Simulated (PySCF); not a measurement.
SMILES FC(F)(F)c1ccc(-c2cccs2)cc1, GFN2-xTB optimised geometry.

```
22

F     -1.56    -4.70     0.74
C     -2.14    -3.76    -0.03
F     -2.19    -4.28    -1.27
F     -3.41    -3.66     0.39
C     -1.41    -2.45     0.00
C     -2.11    -1.25    -0.01
C     -1.41    -0.06    -0.01
C     -0.01    -0.03     0.00
C      0.70     1.22     0.00
C      2.05     1.45     0.00
C      2.40     2.81     0.00
C      1.31     3.62     0.00
S     -0.16     2.74    -0.01
C      0.67    -1.26     0.00
C     -0.02    -2.45     0.00
H     -3.18    -1.25    -0.01
H     -1.96     0.87    -0.01
H      2.79     0.66     0.01
H      3.41     3.17     0.01
H      1.27     4.70     0.00
H      1.75    -1.27     0.00
H      0.52    -3.39     0.01
```

Density from PBE0/def2-SVP in PySCF at that geometry.

Minimum of the electron density along straight lines between bonded atoms, close to the bond critical point (lines longer than 1.1 times the sum of covalent radii, or with two minima, are not listed):

```json
[
 {"bond": "F1–C2", "length / Å": "1.344", "ρ at the minimum / e bohr⁻³": "0.274", "∇²ρ there / e bohr⁻⁵": "-0.24", "position (fraction from the first atom)": "0.66"},
 {"bond": "C2–F3", "length / Å": "1.350", "ρ at the minimum / e bohr⁻³": "0.271", "∇²ρ there / e bohr⁻⁵": "-0.28", "position (fraction from the first atom)": "0.34"},
 {"bond": "C2–F4", "length / Å": "1.341", "ρ at the minimum / e bohr⁻³": "0.275", "∇²ρ there / e bohr⁻⁵": "(withheld)", "position (fraction from the first atom)": "0.34"},
 {"bond": "C2–C5", "length / Å": "1.500", "ρ at the minimum / e bohr⁻³": "0.271", "∇²ρ there / e bohr⁻⁵": "-0.70", "position (fraction from the first atom)": "0.54"},
 {"bond": "C5–C6", "length / Å": "1.389", "ρ at the minimum / e bohr⁻³": "0.308", "∇²ρ there / e bohr⁻⁵": "-0.77", "position (fraction from the first atom)": "0.51"},
 {"bond": "C6–C7", "length / Å": "1.379", "ρ at the minimum / e bohr⁻³": "0.315", "∇²ρ there / e bohr⁻⁵": "-0.81", "position (fraction from the first atom)": "0.50"},
 {"bond": "C7–C8", "length / Å": "1.398", "ρ at the minimum / e bohr⁻³": "0.305", "∇²ρ there / e bohr⁻⁵": "-0.77", "position (fraction from the first atom)": "0.50"},
 {"bond": "C8–C9", "length / Å": "1.447", "ρ at the minimum / e bohr⁻³": "0.279", "∇²ρ there / e bohr⁻⁵": "-0.68", "position (fraction from the first atom)": "0.49"},
 {"bond": "C9–C10", "length / Å": "1.371", "ρ at the minimum / e bohr⁻³": "0.316", "∇²ρ there / e bohr⁻⁵": "-0.79", "position (fraction from the first atom)": "0.51"},
 {"bond": "C10–C11", "length / Å": "1.407", "ρ at the minimum / e bohr⁻³": "0.299", "∇²ρ there / e bohr⁻⁵": "-0.74", "position (fraction from the first atom)": "0.50"},
 {"bond": "C11–C12", "length / Å": "1.359", "ρ at the minimum / e bohr⁻³": "0.323", "∇²ρ there / e bohr⁻⁵": "-0.82", "position (fraction from the first atom)": "0.49"},
 {"bond": "C9–S13", "length / Å": "1.743", "ρ at the minimum / e bohr⁻³": "0.208", "∇²ρ there / e bohr⁻⁵": "(withheld)", "position (fraction from the first atom)": "0.47"},
 {"bond": "C12–S13", "length / Å": "1.713", "ρ at the minimum / e bohr⁻³": "0.219", "∇²ρ there / e bohr⁻⁵": "(withheld)", "position (fraction from the first atom)": "0.47"},
 {"bond": "C8–C14", "length / Å": "1.399", "ρ at the minimum / e bohr⁻³": "0.304", "∇²ρ there / e bohr⁻⁵": "-0.76", "position (fraction from the first atom)": "0.51"},
 {"bond": "C5–C15", "length / Å": "1.390", "ρ at the minimum / e bohr⁻³": "0.308", "∇²ρ there / e bohr⁻⁵": "-0.77", "position (fraction from the first atom)": "0.50"},
 {"bond": "C14–C15", "length / Å": "1.379", "ρ at the minimum / e bohr⁻³": "0.315", "∇²ρ there / e bohr⁻⁵": "-0.81", "position (fraction from the first atom)": "0.50"},
 {"bond": "C6–H16", "length / Å": "1.079", "ρ at the minimum / e bohr⁻³": "0.286", "∇²ρ there / e bohr⁻⁵": "-1.11", "position (fraction from the first atom)": "0.64"},
 {"bond": "C7–H17", "length / Å": "1.080", "ρ at the minimum / e bohr⁻³": "0.284", "∇²ρ there / e bohr⁻⁵": "-1.08", "position (fraction from the first atom)": "0.63"},
 {"bond": "C10–H18", "length / Å": "1.075", "ρ at the minimum / e bohr⁻³": "0.285", "∇²ρ there / e bohr⁻⁵": "-1.09", "position (fraction from the first atom)": "0.63"},
 {"bond": "C11–H19", "length / Å": "1.075", "ρ at the minimum / e bohr⁻³": "0.284", "∇²ρ there / e bohr⁻⁵": "-1.10", "position (fraction from the first atom)": "0.63"},
 {"bond": "C12–H20", "length / Å": "1.072", "ρ at the minimum / e bohr⁻³": "0.286", "∇²ρ there / e bohr⁻⁵": "-1.13", "position (fraction from the first atom)": "0.64"},
 {"bond": "C14–H21", "length / Å": "1.078", "ρ at the minimum / e bohr⁻³": "0.285", "∇²ρ there / e bohr⁻⁵": "-1.09", "position (fraction from the first atom)": "0.63"},
 {"bond": "C15–H22", "length / Å": "1.079", "ρ at the minimum / e bohr⁻³": "0.285", "∇²ρ there / e bohr⁻⁵": "-1.10", "position (fraction from the first atom)": "0.64"}
]
```

What belongs in the gaps?


- C2–F4, ∇²ρ there / e bohr⁻⁵: -0.21
- C9–S13, ∇²ρ there / e bohr⁻⁵: -0.42
- C12–S13, ∇²ρ there / e bohr⁻⁵: -0.48
